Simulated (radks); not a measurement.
Values are calculated unless marked as measured or tabulated.
Q: All-electron atom: O II in [He] 2s2 2p2 5f1 (not the ground configuration). Level of theory: scalar-relativistic Kohn-Sham, PBE, spin-polarised, spherical densities, finite nucleus; open shells are filled with parallel spins first; Fermi nuclear charge, rms radius 2.6991 fm (a radial shooting solver on a logarithmic mesh with Libxc functionals). Some entries of the table are withheld. Estimate them.

| orbital | occ. | eigenvalue (eV) | r(max) (bohr) |
|---|---|---|---|
| 1s up | 1 | (1) | 0.1292 |
| 1s down | 1 | (2) | 0.1290 |
| 2s up | 1 | -57.8480 | 0.8275 |
| 2s down | 1 | -53.1359 | 0.8377 |
| 2p up | 2 | -42.8050 | 0.7365 |
| 5f up | 1 | -1.8633 | 16.14 |

A: 
(1) 1s up eigenvalue (eV): -555.7300
(2) 1s down eigenvalue (eV): -553.9529
